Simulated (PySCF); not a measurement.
# Radial density of Pr (praseodymium, neutral)

MN15, [Xe] 4f4 6s1, one real determinant (an excited configuration). Computed with PySCF 2.14 in x2c-TZVPPall with one added diffuse shell each of s, p, d, f type (12s8p8d5f2g, 129 functions), with scalar relativity by spin-free X2C-1e.

| r (bohr) | 4πr²ρ (e/bohr) | 4πr²(ρα − ρβ) |
| --- | --- | --- |
| 0.0274 | 69.16 | 0.0005 |
| 0.0461 | 79.12 | 0.0018 |
| 0.0776 | 101.9 | -0.0018 |
| 0.131 | 75.28 | 0.0046 |
| 0.220 | 88.01 | 0.2651 |
| 0.369 | 37.00 | 1.3512 |
| 0.621 | 38.39 | 2.8023 |
| 1.04 | 13.58 | 2.4589 |
| 1.76 | 6.552 | 1.0329 |
| 2.96 | 1.209 | 0.4087 |
| 4.97 | 0.2876 | 0.2748 |
| 8.36 | 0.04063 | 0.0406 |
| 14.1 | 0.0003162 | 0.0003 |

Densities and radii are taken from the X2C orbitals without a picture-change correction, which distorts them close to the nucleus.

⟨L²⟩ = 34.00 against 42 for a pure I term, so this real determinant mixes terms. Spin-orbit coupling, absent here, splits the open shell strongly. At MN15 the highest occupied level has a positive energy, so only the finite basis holds that electron; for this excited configuration the basis is too tight for the outer shell.
